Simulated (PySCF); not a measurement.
Input for PySCF: R-HF/3-21G on Mo2, 2S+1 = 1, a spin state set in the input, which need not be the lowest, a point of a bond scan (R = 1.987 Å).

```python
from pyscf import gto, scf, dft, mp
from pyscf.data.elements import chemcore

mol = gto.M(
    atom='''
    Mo    0.00000000    0.00000000    0.00000000
    Mo    0.00000000    0.00000000    1.98701000
    ''',
    basis='3-21g',
    charge=0, spin=0, verbose=3, max_memory=1800)
mf = scf.RHF(mol)
mf.conv_tol = 1e-8
mf.max_cycle = 100
mf.kernel()
if not mf.converged:
    mf = mf.newton().run(mf.mo_coeff, mf.mo_occ)
```

What total energy does the run end on?

-7912.7949 hartree.
